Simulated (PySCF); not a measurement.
**Löwdin shares of the frontier orbitals**

Compound: [(F)2Al]2O.
Geometry (PBE0-D3(BJ)/def2-SVP, Å), atoms numbered from 1 in this order:
```
atom  x, y, z in Å
Al1   -1.361   -0.858   -0.461
F2    -1.626   -2.393    0.076
F3    -2.502   -0.154   -1.422
O4     0.032   -0.031   -0.040
Al5    1.392    0.823    0.432
F6     2.766    0.804   -0.477
F7     1.392    1.707    1.823
```

Level of theory: TDDFT B3LYP/def2-SVPD, vertical, gas phase, core orbitals frozen in the response in PySCF.

Frontier orbitals with the atoms that hold most of them (Löwdin shares over 4%, at most four atoms; ? is withheld):

```tsv
orbital	ε (eV)	atoms
HOMO-3	-11.67	F2 43%, F3 42%, O4 5%, Al1 5%
HOMO-2	-11.66	F6 43%, F7 42%, O4 5%, Al5 5%
HOMO-1	-10.43	O4 76%, Al1 5%, Al5 5%
HOMO	-10.42	O4 76%, Al5 5%, Al1 5%
LUMO	?	?
LUMO+1	-1.15	Al5 32%, Al1 32%, O4 15%, F6 5%
LUMO+2	-0.37	Al1 40%, O4 18%, Al5 14%, F2 11%
```

Q: Which atoms hold the LUMO, and with what shares?

A: Al1 (bonded to 2 F and O) 35%; Al5 (bonded to 2 F and O) 34%; O4 (bonded to 2 Al) 11%; F3 (bonded to Al) 5%. By element: aluminium 69%, oxygen 11%, fluorine 5% or more.

Q: What is the LUMO energy, and the HOMO–LUMO gap?

A: ε(LUMO) = -2.28 eV; the gap is 8.14 eV (0.2992 hartree).

Q: How does S1 compare with the orbital gap of 8.14 eV?

A: S1 is at 7.00 eV (f = 0.030), 1.14 eV below the gap, made of HOMO→LUMO (99%). Without the coupling terms of the response equations the lowest excitation would equal the gap.

Next come S2 at 7.02 eV (f 0.031), HOMO-1→LUMO (99%); S3 at 8.08 eV (f 0.0032), HOMO→LUMO+1 (90%); S4 at 8.09 eV (f 0.0033), HOMO-1→LUMO+1 (90%); S5 at 8.37 eV (f 0.019), HOMO-2→LUMO (86%).

Orbitals of the list HOMO-3 to LUMO+2 that lie within 0.01 eV of each other are written together with a slash and their weights summed (≥ marks a lower bound); for degenerate orbitals outside that list single weights are arbitrary.

Löwdin shares depend on the basis, the more so with diffuse functions.
